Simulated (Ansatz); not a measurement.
Species: H₂S₂ (charge +1, doublet). 
Coordinates optimised at B3LYP-D3(BJ)/def2-TZVP (Ansatz, a first-principles code):
```
S
H 1 1.3557
S 1 2.0074 2 93.90
H 3 1.3557 1 93.90 2 180.00
```
Charge +1, spin multiplicity 2.

Basis-set convergence of Hartree-Fock and MP2 correlation energies (hartree) with Ansatz. Valence correlation only, unless marked. UHF or UKS for open shells. No spin-orbit coupling. No relativistic terms.

```json
[
 {"basis": "def2-SVPD", "functions": "70", "E(HF)": "-795.66906", "E(corr, MP2)": "-0.26732"},
 {"basis": "def2-TZVPPD", "functions": "136", "E(HF)": "?", "E(corr, MP2)": "?"}
]
```

Question: Fill in the missing entries.

Answer: 
- def2-TZVPPD, E(HF): -795.94822
- def2-TZVPPD, E(corr, MP2): -0.33393
